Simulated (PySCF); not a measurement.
Se(F)(Me) (CH₃FSe), SMILES C[Se]F.

Coordinates come from a PBE0-D3(BJ)/def2-TZVP optimisation.

The numbers are results of PBE0-D3(BJ)/def2-TZVP (PySCF), not measurements.

Frequencies are harmonic and unscaled.

```
mode  ν (cm⁻¹)  IR (km/mol)  moving atoms (share of kinetic energy)
----  --------  -----------  --------------------------------------
1          158          0.0                                  H 93 %
2          231          3.4         F 43 %, C 24 %, H 20 %, Se 14 %
3          621          3.0                 C 68 %, H 17 %, Se 15 %
4          670         67.5                         F 81 %, Se 19 %
5          897          9.3                          H 76 %, C 21 %
6          921          7.8                          H 86 %, C 13 %
7         1302          1.5                          H 85 %, C 15 %
8         1431          7.3                                  H 96 %
9         1466         13.6                                  H 95 %
10        3060          4.9                                  H 98 %
11        3155          4.5                           H 91 %, C 9 %
12        3180          0.9                          H 90 %, C 10 %
```
